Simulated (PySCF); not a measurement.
Can point charges reproduce the dipole moment of `CC(C)N([SiH3])C(C)(C)C`?

Coordinates (PBE0-D3(BJ)/def2-SVP, Å) and charges (e) from the PBE0/pcSseg-1 density (PySCF):

| atom | x | y | z | Mulliken | IAO | Hirshfeld | ESP-fitted |
| --- | --- | --- | --- | --- | --- | --- | --- |
| C1 | 2.192 | -1.657 | -0.181 | -0.1937 | -0.4118 | -0.1229 | -0.6162 |
| C2 | 1.523 | -0.297 | -0.359 | -0.1648 | +0.0141 | +0.0260 | +0.6484 |
| C3 | 2.491 | 0.854 | -0.090 | -0.2111 | -0.4153 | -0.1219 | -0.5750 |
| N4 | 0.272 | -0.188 | 0.402 | -0.7382 | -0.5234 | -0.1663 | -0.6390 |
| Si5 | 0.324 | -0.075 | 2.142 | +0.5745 | +0.6850 | +0.3231 | +0.3742 |
| C6 | -0.959 | 0.040 | -0.378 | -0.3225 | +0.1566 | +0.0713 | +0.8706 |
| C7 | -0.881 | 1.376 | -1.131 | -0.1479 | -0.4147 | -0.1223 | -0.6060 |
| C8 | -2.165 | 0.091 | 0.561 | -0.2378 | -0.4131 | -0.1152 | -0.6450 |
| C9 | -1.188 | -1.111 | -1.367 | -0.1502 | -0.4113 | -0.1209 | -0.6450 |
| H10 | 1.491 | -2.467 | -0.431 | +0.1153 | +0.1382 | +0.0366 | +0.1357 |
| H11 | 3.078 | -1.751 | -0.829 | +0.1056 | +0.1316 | +0.0387 | +0.1364 |
| H12 | 2.523 | -1.805 | 0.859 | +0.1150 | +0.1337 | +0.0340 | +0.1630 |
| H13 | 1.245 | -0.222 | -1.422 | +0.1280 | +0.1235 | +0.0342 | -0.0357 |
| H14 | 1.998 | 1.824 | -0.250 | +0.1177 | +0.1375 | +0.0371 | +0.1283 |
| H15 | 3.365 | 0.797 | -0.759 | +0.1102 | +0.1342 | +0.0398 | +0.1277 |
| H16 | 2.868 | 0.831 | 0.945 | +0.1191 | +0.1330 | +0.0350 | +0.1516 |
| H17 | -0.621 | -1.013 | 2.822 | -0.0972 | -0.1371 | -0.0850 | -0.0981 |
| H18 | 1.706 | -0.442 | 2.571 | -0.0997 | -0.1233 | -0.0765 | -0.0892 |
| H19 | 0.039 | 1.295 | 2.689 | -0.0953 | -0.1530 | -0.0929 | -0.1126 |
| H20 | -0.747 | 2.207 | -0.421 | +0.1151 | +0.1361 | +0.0370 | +0.1388 |
| H21 | -1.803 | 1.558 | -1.706 | +0.1076 | +0.1313 | +0.0383 | +0.1335 |
| H22 | -0.041 | 1.396 | -1.841 | +0.1130 | +0.1293 | +0.0363 | +0.1330 |
| H23 | -2.067 | 0.894 | 1.310 | +0.1387 | +0.1363 | +0.0396 | +0.1641 |
| H24 | -3.078 | 0.299 | -0.017 | +0.1240 | +0.1422 | +0.0456 | +0.1554 |
| H25 | -2.308 | -0.864 | 1.086 | +0.1363 | +0.1414 | +0.0398 | +0.1625 |
| H26 | -0.384 | -1.182 | -2.115 | +0.1111 | +0.1291 | +0.0364 | +0.1482 |
| H27 | -2.132 | -0.969 | -1.914 | +0.1098 | +0.1323 | +0.0391 | +0.1447 |
| H28 | -1.238 | -2.068 | -0.827 | +0.1171 | +0.1378 | +0.0376 | +0.1456 |

Problem. Compute μ = Σ q r for each scheme (1 e·Å = 4.803 D) and compare with the dipole of the full density.

Solution. The full density gives (-0.30, 0.09, -1.34) D, 1.37 D in size; dipole vectors point from the negative to the positive end.

```tsv
scheme	μx	μy	μz	size (D)	share of the full size (%)	angle to the full dipole (°)
Mulliken	0.04	0.35	-1.22	1.27	92	19
IAO	-0.24	0.05	-0.39	0.46	34	20
Hirshfeld	-0.33	0.03	-0.65	0.73	53	14
ESP-fitted	-0.29	0.09	-1.33	1.37	99	0
```

Problem. Which set comes closest?

Solution. Length of the difference vector: ESP-fitted 0.01 D, Mulliken 0.44 D, Hirshfeld 0.69 D, IAO 0.95 D. Closest: ESP-fitted. 

Problem. What is left for the Hirshfeld atoms' own dipoles?

Solution. The shares of the density sum to the whole, so what Σ q r misses lies in dipoles about the nuclei. The atomic dipoles sum to (-0.30, 0.09, -1.34) − (-0.33, 0.03, -0.65) = (0.03, 0.06, -0.69) D, 0.69 D in size.

Problem. With the origin at the mean of the coordinates, (0.197, -0.095, -0.023) Å, which are the largest single terms, by size, of the Hirshfeld dipole along the direction of the full one?

Solution. Si5 -3.31, H19 +1.12, H17 +1.08, H18 +1.06, C9 -0.90 D; all 28 atoms together +0.71 D. The single terms depend on the origin, their sum doesn't.

Problem. Give the size of the full dipole in other units.

Solution. 1.37 D = 0.541 au = 0.286 e·Å = 4.59 × 10⁻³⁰ C·m.

One conformer (not necessarily the lowest) at the PBE0-D3(BJ)/def2-SVP geometry, without solvent, vibrations or thermal averaging.

The values belong to the conformer `[CH3:1][CH:2]([CH3:3])[N:4]([SiH3:5])[C:6]([CH3:7])([CH3:8])[CH3:9]`: C1–C2–N4–Si5 71°, C2–N4–C6–C7 -62°.
